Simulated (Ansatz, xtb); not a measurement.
A geometry optimisation of CHBFSi with r2SCAN-D4/def2-SVP

The starting geometry of this gas-phase doublet was built from a drawn formula by distance geometry and a force field; its bonds are those of `F[Si]1=[C]B1`.

```xyz
5

C     0.3835    1.9107   -0.2315
B    -0.3331    0.6358    0.5336
F    -2.3527    1.5854   -1.9792
Si   -1.1176    1.4227   -0.8372
H    -0.3598   -0.2495    1.3927
```

Predict what becomes of its bonds when it is optimised with r2SCAN-D4/def2-SVP.

A bond breaks, giving a structure given below by its coordinates. Distances that change by over a tenth: C1–B2 (1.65 → 1.38 Å). Contacts that open: B2–Si4 (1.76 → 2.86 Å).

The energy falls by 1.24 eV over 15 steps:

```tsv
step	E − E(last) (eV)
1	1.236
3	0.522
4	0.425
6	0.047
7	0.022
9	0.010
10	0.007
12	0.000
13	0.000
15	0.000
```

Final geometry (Å):

```json
{"atom": "C", "x (Å)": "-0.4504", "y (Å)": "1.2768", "z (Å)": "-0.1711"}
{"atom": "B", "x (Å)": "-0.0099", "y (Å)": "0.5220", "z (Å)": "0.8948"}
{"atom": "F", "x (Å)": "-1.9871", "y (Å)": "2.3282", "z (Å)": "-2.4287"}
{"atom": "Si", "x (Å)": "-1.7795", "y (Å)": "1.2445", "z (Å)": "-1.2351"}
{"atom": "H", "x (Å)": "0.4472", "y (Å)": "-0.0663", "z (Å)": "1.8185"}
```

From the same start GFN2-xTB reaches the same bonding as this run.

No frequencies were run, so the end isn't proven a minimum. Open shells are spin-unrestricted. Run with Ansatz 0.2.0, 42 s on 1 thread of Intel(R) Xeon(R) 6975P-C (Granite Rapids), on a shared host.
